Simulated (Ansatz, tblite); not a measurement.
Removing and adding an electron: GeMe(NHMe)3 (C4H15GeN3). Charge 0, multiplicity 1. Geometry: PBE-D4/def2-SVP. Ansatz, gas phase; energy differences of separate SCF runs; the oxidised species was run as a doublet alone; the reduced species was run as a doublet alone.

Cartesian coordinates in Å:
```
Ge 0.035 0.341 0.246
C -1.036 1.358 1.541
H -1.165 0.795 2.486
H -2.038 1.572 1.121
H -0.531 2.316 1.770
N 0.448 1.084 -1.389
C -0.556 1.356 -2.401
H 1.186 1.792 -1.335
H -0.118 1.340 -3.425
H -1.329 0.561 -2.365
H -1.089 2.334 -2.289
N -0.956 -1.142 -0.272
C -1.690 -1.964 0.671
H -0.485 -1.692 -0.997
H -1.070 -2.664 1.286
H -2.244 -1.319 1.387
H -2.458 -2.582 0.154
N 1.718 0.119 0.993
C 2.702 -0.738 0.351
H 1.712 0.024 2.013
H 2.565 -1.835 0.523
H 2.662 -0.575 -0.746
H 3.736 -0.482 0.677
```

The xTB rows come from tblite.

```csv
level,−HOMO (eV),vertical IE (eV),−LUMO (eV),vertical EA (eV),HOMO–LUMO gap (eV),IE − EA (eV),remarks
GFN1-xTB,9.96,12.55,4.22,1.90,5.75,10.65,–
GFN2-xTB,9.29,11.94,3.48,0.85,5.81,11.10,–
PBE-D4/def2-SVP,4.49,–,-0.41,-2.23,4.90,–,HOMO above zero (-1 doublet)
```

Estimate the rows for PBE0-D4/def2-SVP, PBE0-D4/def2-TZVP, BHLYP-D4/def2-TZVP.


```tsv
level	−HOMO (eV)	vertical IE (eV)	−LUMO (eV)	vertical EA (eV)	HOMO–LUMO gap (eV)	IE − EA (eV)	remarks
PBE0-D4/def2-SVP	5.91	–	-1.30	-2.58	7.21	–	HOMO above zero (-1 doublet)
PBE0-D4/def2-TZVP	6.09	7.80	-0.67	–	6.76	–	–
BHLYP-D4/def2-TZVP	7.40	8.03	-1.29	–	8.69	–	–
```

Run but left out: PBE-D4/def2-TZVP (charge +1 doublet: an occupied level 0.05 eV above an empty one).   A HOMO above zero means that the electron is unbound at that level or that self-interaction error raises the level; the energy of removing that electron tells which. Raw xTB energy differences between charge states are shifted by several eV; the methods need an empirical correction for them. Sets without diffuse functions give affinities that are too small. A negative affinity means that the extra electron isn't bound; its size then hangs on the basis.
